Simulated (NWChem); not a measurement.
# CH₅ClGeO; SMILES C[O][GeH2][Cl]

```xyz
9

Ge     0.6848    -0.0301    -0.0058
Cl    -0.7547    -1.6831    -0.0119
O     -0.1039     1.4575    -0.5861
C     -1.1602     2.0282     0.1823
H      1.7808    -0.3459    -1.0331
H      1.1381     0.1290     1.4631
H     -2.0546     1.3926     0.1706
H     -0.8624     2.2041     1.2262
H     -1.4084     2.9913    -0.2738
```
Atoms are numbered in this order, from 1.

All runs: NWChem. Pople sets run with spherical d functions. The geometry was optimised at B3LYP/6-31G* (spherical d). GIAO values for the isolated, static molecule; σ is the absolute isotropic shielding, δ = σ(reference) − σ with the isolated reference molecule computed at the same levels (13C: tetramethylsilane, 1H: tetramethylsilane, 17O: water).

For level LDA (Slater exchange, VWN5)/pcSseg-1:

σ Ge1 (ppm): 1160.1
σ Cl2 (ppm): 868.5
δ O3 (ppm): 81.8
δ C4 (ppm): 60.2
δ H5 (ppm): 6.51
δ H6 (ppm): 6.70
δ H7 (rotor mean) (ppm): 3.96

Problem. Estimate the same quantities for level Hartree-Fock/6-31G*.

Solution. σ Ge1 (ppm): 1649.0
σ Cl2 (ppm): 1022.8
δ O3 (ppm): -6.7
δ C4 (ppm): 49.9
δ H5 (ppm): 5.81
δ H6 (ppm): 5.84
δ H7 (rotor mean) (ppm): 3.52
